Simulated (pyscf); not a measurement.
Structures and frequencies: ωB97X-D3(BJ)/def2-SVP in PySCF. MP2 and CC: frozen core, UHF for open shells. ΔMP2 is the change of the MP2 total energy from the triple- to the quadruple-zeta basis.

**Question.** PBE/def2-TZVP puts the barrier of HO–SiH₂–GaH–F → F–Ga [singlet] + silanol (HO–SiH₃) (1,1-elimination; singlet surface; Ga–Si, Ga–H broken, H–Si formed) at 1.40 eV and the reaction energy at -0.14 eV, from the reactant's lowest minimum found. What do B3LYP-D3(BJ)/def2-TZVP, PBE0-D3(BJ)/def2-TZVP, CCSD(T)/def2-TZVPP + ΔMP2(QZVPP) give on the same structures?

**Answer.** B3LYP-D3(BJ): ΔE‡ = 1.59 eV, ΔE = -0.28 eV; PBE0-D3(BJ): ΔE‡ = 1.57 eV, ΔE = 0.00 eV; CCSD(T): ΔE‡ = 1.69 eV, ΔE = -0.12 eV. PBE's barrier lies under all of them, by 0.18 to 0.29 eV. Its reaction energy lies among theirs. The products may also form a dative adduct at F–Ga [singlet]; it and routes through it were not searched. HO–SiH₂–GaH–F lies 0.73 eV over its isomer F–GaH–O–SiH₃ (electronic energy, ωB97M-D3(BJ)/def2-TZVP). This is the saddle that the search found; another between the same sides may lie lower. The CCSD(T) − MP2 part came from Ansatz, without density fitting, on the same reference. The frozen core leaves the outer d or s,p core shells of the metals and heavy elements correlated in the MP2 and CC values, and def2-TZVPP describes them poorly, which can shift differences by a few kcal/mol. Elements up to Kr have no core potential and no relativistic terms here.
